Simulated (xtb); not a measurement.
Cl2Se, charge -1, doublet, at a GFN2-xTB geometry (a state made from the parent by changing its charge; the spin is typed, not shown lowest); GFN2-xTB (xtb 6.7.1).

The xtb input:
```
$ xtb mol.xyz --gfn 2 --chrg -1 --uhf 1 --grad --json

# file mol.xyz
3

Se     0.09953013     0.11985247     0.83385844
Cl     1.01690937     1.22996103    -0.75042855
Cl    -1.21596964    -1.46966598    -0.91728834
```

It wrote (shortened):

```
   ID    Z sym.   atoms
    1   34 Se     1
    2   17 Cl     2, 3

           -------------------------------------------------
          |                Calculation Setup                |
           -------------------------------------------------

           -------------------------------------------------
          |                 G F N 2 - x T B                 |
           -------------------------------------------------

          ...................................................
          :                      SETUP                      :
          :.................................................:
          :  # basis functions                  30          :
          :  # atomic orbitals                  27          :
          :  # shells                            9          :
          :  # electrons                        21          :
          :  max. iterations                   250          :
          :  Hamiltonian                  GFN2-xTB          :
          :  restarted?                      false          :
          :  GBSA solvation                  false          :
          :  PC potential                    false          :
          :  electronic temp.          300.0000000     K    :
          :  accuracy                    1.0000000          :
          :  -> integral cutoff          0.2500000E+02      :
          :  -> integral neglect         0.1000000E-07      :
          :  -> SCF convergence          0.1000000E-05 Eh   :
          :  -> wf. convergence          0.1000000E-03 e    :
          :  Broyden damping             0.4000000          :
          :  net charge                         -1          :
          :  unpaired electrons                  1          :
          ...................................................

 iter      E             dE          RMSdq      gap      omega  full diag
   1    -12.5443368 -0.125443E+02  0.709E+00    2.38       0.0  T
   2    -12.5526206 -0.828384E-02  0.445E+00    2.02       1.0  T
   3    -12.5532513 -0.630721E-03  0.208E+00    1.87       1.0  T
   4    -12.5535496 -0.298227E-03  0.526E-01    1.81       1.0  T
   5    -12.5536912 -0.141623E-03  0.411E-01    1.79       1.0  T
   6    -12.5538489 -0.157675E-03  0.270E-01    1.79       1.0  T
   7    -12.5539411 -0.922205E-04  0.144E-01    1.76       1.0  T
   8    -12.5539530 -0.119343E-04  0.681E-02    1.76       1.0  T
   9    -12.5539592 -0.620628E-05  0.393E-02    1.76       1.5  T
[...]
         :: total energy             -12.552548288805 Eh    ::
[...]
        19                          0.2126061               5.7853
        20                          0.2331219               6.3436
        21                          0.2476941               6.7401
        22                          0.2528282               6.8798
       ...                                ...                  ...
        27                          0.7868262              21.4106
      -------------------------------------------------------------
                  HL-Gap            0.0643849 Eh            1.7520 eV
             Fermi-level           -0.1618019 Eh           -4.4029 eV

     #   Z          covCN         q      C6AA      α(0)
     1  34 Se       1.442    -0.352   244.611    27.306
     2  17 Cl       0.888    -0.116   102.743    15.507
     3  17 Cl       0.555    -0.532   115.110    16.395

 Mol. C6AA /au·bohr⁶  :       1328.001467
 Mol. C8AA /au·bohr⁸  :      70878.030156
 Mol. α(0) /au        :         59.207439

Wiberg/Mayer (AO) data.
largest (>0.10) Wiberg bond orders for each atom

 ---------------------------------------------------------------------------
     #   Z sym  total        # sym  WBO       # sym  WBO       # sym  WBO
 ---------------------------------------------------------------------------
     1  34 Se   1.916 --     2 Cl   1.291     3 Cl   0.625
     2  17 Cl   1.321 --     1 Se   1.291
     3  17 Cl   0.655 --     1 Se   0.625
 ---------------------------------------------------------------------------

Topologies differ in total number of bonds
Writing topology from bond orders to xtbtopo.mol

molecular dipole:
                 x           y           z       tot (Debye)
 q only:        0.932       1.126       0.531
   full:        0.744       0.899       0.799       3.594
molecular quadrupole (traceless):
                xx          xy          yy          xz          yz          zz
 q only:        0.478      -5.889      -1.769      -2.858      -3.453       1.291
  q+dip:        0.506      -8.330      -2.673      -2.397      -2.895       2.167
   full:        0.084      -7.655      -2.837      -2.782      -3.361       2.753

           -------------------------------------------------
          | TOTAL ENERGY              -12.552548288805 Eh   |
          | GRADIENT NORM               0.000016087840 Eh/α |
          | HOMO-LUMO GAP               1.752002761409 eV   |
           -------------------------------------------------

normal termination of xtb
```
